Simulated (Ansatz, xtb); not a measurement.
## C5H3NS2: which of two isomers lies lower

Structure X is `N#Cc1csc(S)c1`, a singlet and structure Y is `N#Cc1ccc(S)s1`, a singlet. Both are isolated molecules in the gas phase, relaxed with B3LYP-D3(BJ)/def2-SVP; the shapes shown needn't be the lowest conformers.

X (Å):

```xyz
11

C    -2.8515   -0.6638    0.3576
C    -1.8897    0.1044   -0.3675
C    -2.2296    1.1121   -1.2528
C     0.2353    0.7689   -1.0778
C    -0.4707   -0.0890   -0.2708
N    -3.6284   -1.2923    0.9489
S    -0.8401    1.8403   -1.9492
S     1.9923    0.9296   -1.1753
H    -3.2331    1.4408   -1.5176
H     2.1436    0.4005   -2.4150
H     0.0008   -0.8372    0.3654
```

Y (Å):

| atom | x (Å) | y (Å) | z (Å) |
| --- | --- | --- | --- |
| C | -2.6811 | -0.2826 | 1.1877 |
| C | -1.7644 | 0.1032 | 0.1785 |
| C | -1.8839 | 1.1446 | -0.7239 |
| C | -0.7974 | 1.2123 | -1.6337 |
| C | 0.1476 | 0.2290 | -1.4180 |
| N | -3.4270 | -0.6047 | 2.0194 |
| S | 1.6831 | 0.0683 | -2.2720 |
| S | -0.2772 | -0.7826 | -0.0679 |
| H | -2.7414 | 1.8174 | -0.7346 |
| H | -0.7110 | 1.9454 | -2.4357 |
| H | 1.5844 | -1.2554 | -2.5447 |

Question: Which of the two would you expect CCSD(T)/def2-SVP + ΔMP2/def2-TZVPP electronic energies to favour?

Answer: CCSD(T)/def2-SVP + ΔMP2/def2-TZVPP gives E(Y) − E(X) = +1.17 kcal/mol, favouring structure X, but this leans on the basis-set step: CCSD(T) alone gives +0.91 kcal/mol.

Level by level:

```
                             level               geometry  E(Y) − E(X) (kcal/mol)  departure from the last row (kcal/mol)  job, with rough time for the two
             B3LYP-D3(BJ)/def2-SVP  B3LYP-D3(BJ)/def2-SVP                     −0.07                                   −1.24             optimisation, 4.6 min
                       HF/def2-SVP  B3LYP-D3(BJ)/def2-SVP                     +1.86                                   +0.69           part of the CCSD(T) run
                      MP2/def2-SVP  B3LYP-D3(BJ)/def2-SVP                     +0.49                                   −0.69           part of the CCSD(T) run
                  CCSD(T)/def2-SVP  B3LYP-D3(BJ)/def2-SVP                     +0.91                                   −0.27                      single point
CCSD(T)/def2-SVP + ΔMP2/def2-TZVPP  B3LYP-D3(BJ)/def2-SVP                     +1.17                                                     single point, 2.4 min
```

As drawn, both hold the same kinds of bond in the same numbers.

B3LYP-D3(BJ)/def2-SVP, MP2/def2-SVP find them nearly level. The largest departure from CCSD(T)/def2-SVP + ΔMP2/def2-TZVPP is that of B3LYP-D3(BJ)/def2-SVP, 1.24 kcal/mol. Levels run at GFN2-xTB geometries aren't shown. The last row adds to CCSD(T) the change of the MP2 difference between the two basis sets, here +0.27 kcal/mol.

With thermal terms from frequencies at re-optimised GFN2-xTB minima (ideal gas, soft modes damped towards free rotors, one conformer each, 298.15 K, 1 atm): the zero-point term adds +0.08 kcal/mol; ΔH is +1.24 and ΔG +1.32 kcal/mol.

The correlated steps freeze 16 core orbitals. Programs: Ansatz 0.2.0, xtb 6.7.1; the last row on 2 threads of Arm Neoverse V1 on a shared host.
